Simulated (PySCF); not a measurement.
**Ionisation energy of Ti by level of theory**

Ti [Ar] 3d2 4s2 (3F) → Ti+ [Ar] 3d2 4s1 (4F), as a difference of total energies. Calculation: PySCF 2.14, in x2c-SVPall; the spin-free X2C one-electron Hamiltonian (Gaussian nucleus). Correlated levels: valence: [Ar] frozen. The calculations carry no spin-orbit coupling.

```csv
method,ionisation energy (eV),error (eV)
UHF,5.570,-1.258
PBE,6.767,-0.061
PBE0,6.639,-0.189
MP2 (valence),6.223,-0.605
SCS-MP2 (valence),6.348,-0.480
```

Reference: 6.828 eV (measured; NIST levels, between the centres of gravity of the two terms).

Errors of the correlated levels include the incompleteness of this basis and the frozen core.

MP2 underrates the near-degeneracy of ns² with np² in the lower species.
